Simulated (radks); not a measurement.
Results of a calculation; reference values are marked as such.
Coherent X-ray form factor from a spherical all-electron density. Code: a radial shooting solver on a logarithmic mesh with Libxc functionals. Model: non-relativistic Kohn-Sham, TPSS, spin-polarised, spherical densities, point nucleus; meta-GGA in the generalised Kohn-Sham scheme.

sin(theta)/lambda (1/angstrom),f0 (electrons)
0.05,73.738
0.1,70.667
0.15,66.940
0.2,63.152
0.25,59.472
0.3,55.952
0.4,49.532
0.5,44.029
0.6,39.328
0.8,31.631
1,25.661
1.25,20.412
1.5,17.154
2,13.479

The species is in the configuration that NIST lists as its ground one. Which atom or ion scatters so?

Answer. Neutral rhenium, [Xe] 4f14 5d(up 4.5, down 0.5) 6s2. Extrapolating in s^2 from the first two rows gives f0(0) = 74.8, near the electron count 75; among species with that count, the fall with angle is slower the higher Z, and the table is that of Z = 75; from so few rows the species is fixed only to a neighbour or two.
